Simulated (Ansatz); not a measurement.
Program: Ansatz. Geometries: PBE0-D4/def2-TZVP. ΔE: electronic, gas phase. CCSD(T)/CBS is the MP2 limit (def2-TZVPP, def2-QZVPP) plus CCSD(T) − MP2 in def2-TZVPP, frozen cores. Functionals use def2-TZVPP. B3LYP here is the variant with VWN-RPA as its local correlation; programs differ in this. Elements past krypton have def2 core potentials. For In outer-core shells are correlated without core-valence functions, which leaves a few kJ/mol of doubt a bond. One conformer a species, not always the lowest.

Consider the redistribution: `C[O][In]([SH])[O]C` + `COB(O)OC` → `C[O][In]([OH])[SH]` + `COB(OC)OC`.

```tsv
level	ΔE (kJ/mol)
B3LYP-D4	-8.8
MP2/def2-TZVPP	-9.7
SCS-MP2/def2-QZVPP	-10.2
CCSD/CBS(def2)	-9.7
```

Question: What does CCSD(T)/CBS give? (Best estimate.)

Answer: Computed: -9.3 kJ/mol. The listed levels differ from it by 0.5, -0.4, -0.9, -0.4 kJ/mol.

Largest T1 diagnostic among the species: 0.016.
